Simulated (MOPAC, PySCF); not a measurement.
C$_{4}$H$_{7}$NSi, SMILES `C(/[SiH3])=C(/C#N)C`, neutral singlet in the gas phase. 

Cartesian coordinates (Å):
```xyz
13

C      2.0659    -0.3692     0.1209
C      0.6514     0.1289    -0.0190
C      0.5417     1.5252    -0.3349
N      0.5120     2.6490    -0.5886
C     -0.4415    -0.6337     0.1305
Si    -2.2337    -0.1245    -0.0199
H      2.5894     0.1763     0.9089
H      2.6230    -0.2092    -0.8047
H      2.0735    -1.4312     0.3599
H     -0.2524    -1.6784     0.3689
H     -2.8674    -0.9397    -1.0832
H     -2.9172    -0.4246     1.2606
H     -2.3490     1.3115    -0.3379
```
Charge 0, spin multiplicity 1.

All levels are single points at this geometry (B3LYP-D3(BJ)/def2-TZVP); Pople sets use spherical d functions. Orbital energies aren't observables, and empty levels follow the basis.

B3LYP/LANL2DZ in PySCF gives gap (eV) = 6.11.

**Question.** Estimate the gap (eV) from each of these levels: B3LYP-D3(BJ)/def2-TZVP in PySCF; M06-2X/def2-TZVP in PySCF; B3LYP/6-311+G** in PySCF; BP86/6-31G* in PySCF; PM7 in MOPAC.

**Answer.** 
```
level                            gap (eV)
-------------------------------  --------
B3LYP-D3(BJ)/def2-TZVP in PySCF      5.94
M06-2X/def2-TZVP in PySCF            8.41
B3LYP/6-311+G** in PySCF             5.93
BP86/6-31G* in PySCF                 4.41
PM7 in MOPAC                        10.30
```
